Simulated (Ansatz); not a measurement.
`FC[SiH]([SiH3])S` + `[AsH3]` → `[SiH3][SiH](S)[AsH2]` + `CF`  (ligand exchange at the Si–C bond)

Program: Ansatz. Geometries: PBE0-D4/def2-TZVP. ΔE: electronic, gas phase. CCSD(T)/CBS adds triple-zeta CCSD(T) − MP2 to the extrapolated MP2 energy (def2 sets, frozen cores). This one scheme is used for every species. Functionals use def2-TZVPP. B3LYP here is the variant with VWN-RPA as its local correlation; programs differ in this. For As outer-core shells are correlated without core-valence functions, which leaves a few kJ/mol of doubt a bond. Scalar relativity is left out up to krypton. Each species was taken in one conformer, which may not be the lowest.

```
             level  ΔE (kJ/mol)  difference from CCSD(T)/CBS
            PBE-D4        -60.5                         -0.1
         r2SCAN-D4        -57.7                          2.7
           PBE0-D4        -62.6                         -2.2
          B3LYP-D4        -57.6                          2.8
           ωB97X-V        -52.7                          7.7
           ωB97M-V        -52.6                          7.8
            B2PLYP        -56.3                          4.1
               PBE        -57.8                          2.6
            r2SCAN        -57.2                          3.2
              PBE0        -60.0                          0.4
             B3LYP        -52.8                          7.6
     HF/def2-TZVPP        -53.7                          6.7
    MP2/def2-TZVPP        -64.3                         -3.9
SCS-MP2/def2-TZVPP        -59.6                          0.8
   CCSD/def2-TZVPP        -55.9                          4.5
CCSD(T)/def2-TZVPP        -57.2                          3.2
     HF/def2-QZVPP        -53.3                          7.1
    MP2/def2-QZVPP        -65.9                         -5.5
SCS-MP2/def2-QZVPP        -60.8                         -0.4
      HF/CBS(def2)        -53.2                          7.2
     MP2/CBS(def2)        -67.5                         -7.1
    CCSD/CBS(def2)        -59.1                          1.3
       CCSD(T)/CBS        -60.4                            0
```

Largest T1 diagnostic among the species: 0.012.

In def2-TZVPP, CCSD(T) changes the Hartree–Fock value by −3.4 kJ/mol (the triples alone add −1.3 kJ/mol) and MP2 by −10.5 kJ/mol. The D4 term adds −4.8 kJ/mol with B3LYP and −2.5 kJ/mol with PBE0; it sums over pairs of atoms, weighted by their polarisabilities, and B3LYP, whose exchange is more repulsive, gets the larger term.
